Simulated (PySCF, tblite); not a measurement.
Compound: C5H13BO3Si.
Geometry (GFN2-xTB, Å), atoms numbered from 1 in this order:
```
atom  x, y, z in Å
C1    -1.4584    0.7567    1.0304
C2    -0.7143   -0.4420    0.4424
Si3   -1.9094   -1.4161   -0.6902
C4     0.6275   -0.0197   -0.2370
C5     1.4666   -1.2595   -0.5593
C6     0.2786    0.6998   -1.4953
O7    -0.0834    1.8522   -1.5657
B8     1.4386    0.9772    0.7766
O9     1.3738    2.3193    0.6865
O10    2.1946    0.4028    1.7339
H11   -1.6992    1.4819    0.2557
H12   -0.8620    1.2575    1.7916
H13   -2.3905    0.4338    1.4905
H14   -0.4182   -1.0876    1.2759
H15   -3.0608   -1.7929    0.1333
H16   -1.3020   -2.6392   -1.2178
H17   -2.3536   -0.5698   -1.7985
H18    0.9494   -1.9232   -1.2486
H19    2.4128   -0.9627   -1.0071
H20    1.6860   -1.8008    0.3564
H21    0.3639    0.0932   -2.4185
H22    0.8070    2.6392   -0.0274
H23    2.6484    1.0268    2.3023
```

Jobs on this species (23 atoms, 86 electrons) with PySCF (density fitting) and tblite. Hardware of each: one thread of an Arm Neoverse N1, shared host. Times come from a shared host and carry two figures at best.

```json
{"level and settings": "PBE0/pcSseg-1", "work": "shieldings, charges and field gradients", "basis functions": "242", "SCF cycles": "?", "wall time": "?"}
{"level and settings": "GFN2-xTB", "work": "Hessian by finite differences", "basis functions": "–", "SCF cycles": "–", "wall time": "1.9 s"}
{"level and settings": "GFN2-xTB", "work": "L-BFGS relaxation", "basis functions": "–", "SCF cycles": "–", "wall time": "2.8 s"}
```

**Question.** Fill in the missing figures.

**Answer.** 
- PBE0/pcSseg-1; shieldings, charges and field gradients: 1.9 min, 14 SCF cycles

**Question.** What do all jobs in the table cost together?

**Answer.** About 2.0 min; the longest takes about 96 % of that, and about 60 times as long as the shortest.
